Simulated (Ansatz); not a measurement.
Program: Ansatz. Geometries: PBE0-D4/def2-TZVP. ΔE: electronic, gas phase. CCSD(T)/CBS adds triple-zeta CCSD(T) − MP2 to the extrapolated MP2 energy (def2 sets, frozen cores). This one scheme is used for every species. Functionals use def2-TZVPP. Each species was taken in one conformer, which may not be the lowest.

Reaction (cleavage of the Si–Si bond): `N[SiH](O)[SiH2]F` + `N[SiH](F)S` → `N[Si@H](F)S[Si@@H](N)O` + `F[SiH3]`

`N[SiH](O)[SiH2]F`:

Z-matrix (Å, degrees):
```
Si
O 1 1.652
Si 1 2.355 2 107.6
N 1 1.709 2 118.4 3 119.7
H 1 1.482 2 104.5 3 -123.0
H 2 0.958 1 117.8 3 -26.3
F 3 1.616 1 107.4 2 -0.7
H 3 1.487 1 114.3 2 -120.1
H 3 1.490 1 112.1 2 116.2
H 4 1.007 1 121.5 2 75.5
H 4 1.007 1 122.1 2 -77.3
```

`N[SiH](F)S`:

Cartesian coordinates in Å:
```
N 1.291 -0.435 0.288
Si -0.253 -0.150 -0.333
F -0.339 0.911 -1.530
S -1.394 0.656 1.264
H 1.903 -1.130 -0.103
H 1.775 0.232 0.866
H -0.759 -1.415 -0.902
H -2.224 1.330 0.450
```

`N[Si@H](F)S[Si@@H](N)O`:

Z-matrix (Å, degrees):
```
Si
O 1 1.624
S 1 2.188 2 108.2
N 1 1.692 2 110.4 3 120.7
H 1 1.479 2 114.3 3 -119.1
H 2 0.977 1 115.6 3 21.5
Si 3 2.095 1 101.4 2 -40.7
H 4 1.005 1 121.1 2 147.4
H 4 1.006 1 122.9 2 -54.2
N 7 1.729 3 109.8 1 55.6
F 7 1.597 3 113.8 1 -59.3
H 7 1.479 3 107.9 1 -177.4
H 10 1.011 7 117.0 3 60.5
H 10 1.011 7 117.0 3 -165.6
```

`F[SiH3]`:

Z-matrix (Å, degrees):
```
Si
F 1 1.600
H 1 1.482 2 108.3
H 1 1.482 2 108.3 3 -120.0
H 1 1.482 2 108.3 3 120.0
```

| level | ΔE (kJ/mol) |
| --- | --- |
| B2PLYP | -98.4 |
| HF/def2-QZVPP | -95.1 |

(1) What does CCSD(T)/CBS give? (Best estimate.)

Largest T1 diagnostic among the species: 0.012.

## Answers

(1) Computed: -102.3 kJ/mol. The listed levels differ from it by 3.9, 7.2 kJ/mol.

From PBE to PBE0 (25 % exact exchange), in def2-TZVPP and without D4, ΔE moves by −5.9 kJ/mol. The D4 term adds −11.2 kJ/mol with B3LYP and −6.2 kJ/mol with PBE0; it sums over pairs of atoms, weighted by their polarisabilities, and B3LYP, whose exchange is more repulsive, gets the larger term.

B3LYP here is the variant with VWN-RPA as its local correlation; programs differ in this.
